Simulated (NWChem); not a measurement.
System: TaCl₄ cation; SMILES [Cl][Ta+]([Cl])([Cl])[Cl]

```xyz
5

Ta     0.0000     0.0000     0.0000
Cl     1.1387     0.9190    -1.6690
Cl     1.4160    -0.7726     1.5247
Cl    -1.3209     1.5264     0.9231
Cl    -1.2338    -1.6727    -0.7789
```
Atoms are numbered in this order, from 1.

Level: PBE0/def2-SVP with def2 effective core potentials on Ta (NWChem), optimised geometry, unscaled harmonic frequencies. This spin state was assumed; another may lie lower. def2 effective core potentials on Ta; no spin-orbit coupling.

```csv
frequency (cm⁻¹),IR intensity (km/mol)
113,0.3
113,0.3
113,0.3
121,0.0
121,0.0
444,0.0
466,63.5
466,63.5
466,63.5
```

```json
{
  "zero_point_energy": "3.5 kcal/mol",
  "thermal correction to the enthalpy at 298.15 K (with zero-point energy)": "8.7 kcal/mol",
  "heat capacity Cv": "21.0 cal/(mol K)",
  "entropy at 298.15 K and 1 atm (symmetry number 12)": "87.0 cal/(mol K)"
}
```

Rigid rotor and harmonic oscillator.
